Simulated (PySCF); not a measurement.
CH2O, SMILES [H]/[C-]=[O+]/[H]. Atoms are numbered in the order given.

```xyz
4

C      0.2257     0.7051     0.0000
O     -0.1553    -0.5468     0.0000
H      0.6325    -1.1094     0.0000
H     -0.7443     1.2528     0.0000
```

The structure is a stationary point at ωB97X-D3(BJ)/def2-TZVPD.

Two levels are set side by side: PBE/pcJ-1 (PySCF) and PBE0/pcJ-1 (PySCF). One-bond couplings, all four terms, same geometry. Isotopes: 13C, 17O, 1H. Differences are taken from unrounded values.

```
quantity        PBE0   PBE  PBE minus PBE0
--------------  ----  ----  --------------
¹J(C1,H4) (Hz)  50.8  54.7             3.9
```

Rough cost on one machine, each run with all the roots and properties that it gave: PBE0 against PBE within a factor of 2.
